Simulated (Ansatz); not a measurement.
Diatomic SbS, multiplicity 4 (an upper state: multiplicity 2 came lower at CCSD(T)/def2-TZVPP on PBE0 minima). No spin–orbit coupling.

Seven points along R, fitted to fifth degree in 1/R; most abundant isotopes. Runs in def2 and cc sets follow the lowest solution found near the PBE0 minimum.

Correlated levels freeze the inner cores; with def2 sets outer-core shells near the valence are correlated too.

Run with Ansatz (Gaussian orbitals).  In def2 rows elements past Kr take small-core potentials, without spin–orbit coupling.

Problem. What bond length and harmonic frequency does PBE/def2-TZVPP give?

Solution. r_e = 2.482 Å, ω_e = 331 cm⁻¹.

Problem. What bond length and harmonic frequency does wB97X-V/def2-TZVPP give?

Solution. r_e = 2.441 Å, ω_e = 361 cm⁻¹.

Problem. What bond length and harmonic frequency does CCSD(T)/def2-TZVPP give?

Solution. r_e = 2.466 Å, ω_e = 341 cm⁻¹.

Ansatz is a quantum-chemistry and plane-wave program.
